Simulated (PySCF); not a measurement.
Predicted microwave data (PBE0-D3(BJ)/def2-SVP geometry optimisation, gas phase, def2 core potentials past Kr in PySCF) for one isomer of C3H5I:

* Rotational constants: A = 16438, B = 1957, C = 1888 MHz
* Dipole components: |μa| = 1.71 D, |μb| = 0.00 D, |μc| = 0.24 D
* Inertial defect: -21.31 u·Å²
* κ: -0.99

Question: Which structure is it? (One computed conformer of each.)
A. `[CH2:1]=[CH:2][CH2:3][I:4]` with C1–C2–C3–I4 -113°
B. `IC1CC1`

Answer: B. It is IC1CC1, a near-prolate asymmetric top, point group Cs. The candidates at the same level (rigid rotor, commonest isotopes):

```
SMILES  A (MHz)  B (MHz)  C (MHz)  μa (D)  μb (D)  μc (D)  Δ (u·Å²)  point group                        rotor
 C=CCI    17564     1571     1523    1.66    0.66    0.07    -18.70           C1  near-prolate asymmetric top
IC1CC1    16438     1957     1888    1.71    0.00    0.24    -21.31           Cs  near-prolate asymmetric top
```

`C=CCI` has B 20 % too low. In the right answer the mirror of this Cs structure is the ac plane, so μb vanishes by symmetry. No structure here is proved a minimum.
